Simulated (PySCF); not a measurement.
SMILES F[Si](F)(F)/C=C/[Si](Cl)(Cl)Cl, PBE0/def2-SVP optimised geometry.

```
12

Si     0.39    -1.92     0.00
F     -0.11    -2.74    -1.28
F     -0.11    -2.73     1.29
F      1.99    -1.92     0.00
C     -0.23    -0.19     0.00
C      0.61     0.86     0.01
Si     0.06     2.64     0.03
Cl     0.76     3.56     1.71
Cl     0.81     3.61    -1.61
Cl    -1.99     2.74     0.00
H     -1.32    -0.01    -0.01
H      1.69     0.69     0.02
```

Density from PBE0/def2-TZVP run with PySCF 2.14.0 at that geometry.

Minimum of the electron density along straight lines between bonded atoms, close to the bond critical point (lines longer than 1.1 times the sum of covalent radii, or with two minima, are not listed):

```tsv
bond	length / Å	ρ at the minimum / e bohr⁻³	∇²ρ there / e bohr⁻⁵	position (fraction from the first atom)
Si1–F2	1.601	0.141	0.99	0.42
Si1–F3	1.601	0.140	0.99	0.42
Si1–F4	1.602	0.140	0.98	0.42
Si1–C5	1.839	0.134	0.19	0.39
C5–C6	1.344	0.339	-1.00	0.50
C6–Si7	1.858	0.129	0.18	0.61
Si7–Cl8	2.047	0.103	0.23	0.36
Si7–Cl9	2.047	0.103	0.23	0.36
Si7–Cl10	2.049	0.103	0.22	0.36
C5–H11	1.098	0.276	-0.96	0.65
C6–H12	1.099	0.276	-0.96	0.65
```
